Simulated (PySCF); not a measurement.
## Computed vibrations of [SmH3(NH3)]−

[SmH3(NH3)]− (singlet in the valence; each metal's 4f electrons, 6 of them, lie in its core potential, out of spins and levels). PySCF 2.14.0, RKS PBE0, Sm lcecp-0-SVP with ECP52, H def2-SVP, N def2-SVP; non-relativistic Hamiltonian with scalar-relativistic core potentials where named; density fitting; no spin-orbit coupling. Central differences of gradients.

```xyz
8

Sm    0.1503   -0.1495    0.1758
H     1.4961    1.4189    1.3257
H    -1.4503   -1.4656    1.3143
H     0.7039   -0.7168   -2.0868
N    -1.3657    1.3606   -1.5407
H    -2.1013    2.0609   -1.4571
H    -0.6039    1.7510   -2.0964
H    -1.7183    0.5808   -2.0979
```

Run from Python with OMP_NUM_THREADS=2. Where DIIS fails, smearing, a level shift and second-order steps follow.
It took 2.8 min on 2 threads of Intel(R) Xeon(R) Platinum 8259CL CPU @ 2.50GHz (Skylake/Cascade Lake), with other jobs on the host.

(1) What are the harmonic wavenumbers and infrared intensities?

(2) Is this a minimum?

An lcecp potential fixes the number of 4f electrons, so in runs with it no electron can move into or out of that shell.

Answers

(1) Negative numbers are unstable modes, those under 60 cm⁻¹ near the noise; a finer grid moves soft modes by up to 10 cm⁻¹.
```csv
cm⁻¹,km/mol,symmetry
-144,–,
53,2.7,
145,145.4,
220,4.0,
329,1156.9,
348,82.4,
382,278.3,
440,123.4,
448,230.3,
881,1026.7,
912,1137.1,
999,76.0,
1084,143.8,
1597,24.7,
1622,27.8,
3488,10.7,
3619,20.6,
3642,6.2,
```

(2) No: 1 unstable; the lowest moves the atoms so:
```
Sm   0.00  0.00  0.00
H   -0.13  0.02  0.11
H    0.01 -0.12 -0.12
H    0.19  0.18  0.01
N   -0.02 -0.01  0.00
H    0.36  0.38  0.01
H    0.12 -0.51 -0.16
H   -0.52  0.10  0.16
```
